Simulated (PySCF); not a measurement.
These compounds are isomers of formula C$_{5}$H$_{7}$F$_{3}$OSi.

A. `CO[Si@@H]1CC(C(F)F)=C1F`
B. `CC(=O)/C([SiH3])=C\C(F)(F)F`
C. `C(=C(\CC=O)[SiH3])/C(F)(F)F`

Spectrum 1. 1H NMR (500 MHz, computed): δ 10.00 (t, 1H), 6.43 (m, 1H), 4.45 (s, 3H), 3.61 (d, 2H). 13C{1H} NMR (computed): δ 206.8 (CH), 157.5 (C), 139.7 (CH), 132.0 (C), 58.5 (CH2).

Spectrum 2. 1H NMR (500 MHz, computed): δ 6.21 (m, 1H), 4.28 (s, 3H), 2.47 (s, 3H). 13C{1H} NMR (computed): δ 210.2 (C), 163.2 (C), 133.7 (CH), 131.0 (C), 32.9 (CH3).

Spectrum 3. 1H NMR (500 MHz, computed): δ 6.96 (m, 1H), 5.47 (m, 1H), 4.04 (s, 3H), 1.76 (m, 1H), 1.63 (m, 1H). 13C{1H} NMR (computed): δ 178.1 (C), 137.0 (C), 113.8 (CH), 54.8 (CH3), 12.1 (CH2).

Method: structure optimised with GFN2-xTB, σ from GIAO-PBE0/pcSseg-1, in PySCF (in vacuum, averaged over atoms made equivalent by symmetry, fast rotation or ring inversion, no relativistic terms, one conformer).

δ = σ(ref) − σ, references computed at the same level: 1H (31.72 ppm) and 13C (186.93 ppm) vs TMS. Splittings of carbon signals by F and P are missing where no couplings were computed. Where no couplings were computed, multiplicities follow the n + 1 count of equivalent neighbours, and m marks all less simple cases (inequivalent or close neighbours, rings, F or P nearby). Shifts are as computed. Against solution values, carbons near 30 ppm lie about +3 ppm off and those near 130 ppm about +5 ppm. Of 1211 compounds with measured shifts, 218 miss one by over three times the rms of a fit or turn the order of signals round; such compounds aren't used in these exercises.

Task: Match each spectrum to its structure.

Result: 1–C, 2–B, 3–A.

- Spectrum 1 (C): 5 13C signals; δC 206.8 is an aldehyde carbonyl carbon; δC 157.5 is a fully substituted alkene carbon.
- Spectrum 2 (B): 5 13C signals; δC 210.2 is a ketone carbonyl carbon; δC 163.2 is an α carbon of a C=C–C=O unit.
- Spectrum 3 (A): 5 13C signals; δC 137.0 is a fully substituted alkene carbon; δC 113.8 is an allylic sp3 CH bonded to 2 F.
